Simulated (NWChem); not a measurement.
# CH4OSSi, singlet; SMILES CO[Si]S

```xyz
8

Si     0.7997     0.0217    -0.0017
O     -0.4953    -1.0317    -0.0001
C     -0.3881    -2.4311     0.0003
H     -0.8820    -2.8422     0.8954
H     -0.8936    -2.8432    -0.8877
H      0.6626    -2.7771    -0.0063
S     -0.3778     1.8286     0.0008
H      0.7215     2.6153    -0.0006
```
Atoms are numbered in this order, from 1.

Results from NWChem. Pople sets run with spherical d functions. Low-valent species are run as closed-shell singlets; no triplet was tried in these runs. All runs use the structure optimised with PBE0/def2-SVP. Vzz is the largest principal value of the second derivative of the potential at the nucleus (NWChem prints the opposite sign); η is the asymmetry. Non-relativistic.

Question: Order these runs by computing time, cheapest first, and give rough ratios: CAM-B3LYP/6-31G*; Hartree-Fock/6-31G*; CAM-B3LYP/cc-pVTZ.

Answer: Hartree-Fock/6-31G* (1), CAM-B3LYP/6-31G* (3), CAM-B3LYP/cc-pVTZ (60). Ratios are rough, from one shared machine; the cheapest took about 4 core-seconds (a rough figure). What differs between the cheapest and the dearest: Vzz O2 (a.u.) 1.505 → 1.503; η O2 0.01 → 0.14; Vzz S7 (a.u.) 1.722 → 1.657; η S7 0.57 → 0.51.
